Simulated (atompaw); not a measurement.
**Pseudopotential generation for He (Z = 2): PAW (atompaw), PBE, scalar-relativistic.**

```
Element                 : He (Z = 2)
Generator               : atompaw 4.2.0.5
Type                    : PAW
Functional              : PBE
Relativity              : scalar-relativistic
Frozen core             : none
Valence charge          : 2
Reference configuration : 1s1.75 (charge +0.25)
Partial waves           : 1s (bound): rc 0.40 bohr; 1s channel at -0.15 Ry: rc 0.35 bohr; 2p channel at 0.2 Ry: rc 0.40 bohr; 2p channel at 2.55 Ry: rc 0.40 bohr
Local potential         : bessel scheme, radius 0.40 bohr
Core correction         : none
Augmentation charge     : besselshape compensation charge, radius 0.35 bohr; PAW radius 0.40 bohr; waves and projectors: custom polynom vanderbiltortho
```

All-electron outer shells of the reference configuration (PBE, scalar-relativistic, ld1.x):

| shell | level (eV) | outermost node (bohr) | outermost maximum (bohr) |
| --- | --- | --- | --- |
| 1s | -21.04 | – | 0.55 |

What the tests gave:

```
Cutoffs needed                                           : 140 Ry and 230 Ry (the cutoffs (Ry, on a coarse ladder) from which the occupation-weighted sum of valence levels, in a spherical-Bessel basis at the reference potential, stays within 10 and 1 mRy of its value at 400 Ry)
Ghost test                                               : no extra level below or beside the all-electron valence levels (s, p, d, f tested) (spherical-Bessel basis up to 400 Ry, 20 bohr box)
Lowest eigenvalue of the overlap operator                : 0.24 (s channel)
Overlap eigenvalues printed by atompaw (projector basis) : 2.23, 8.97, 2.83e+04, 9e+05
Share of each valence orbital outside the PAW sphere     : 1s 83 %
```

Generation and tests took about 0.3 s on one core of a shared server CPU.
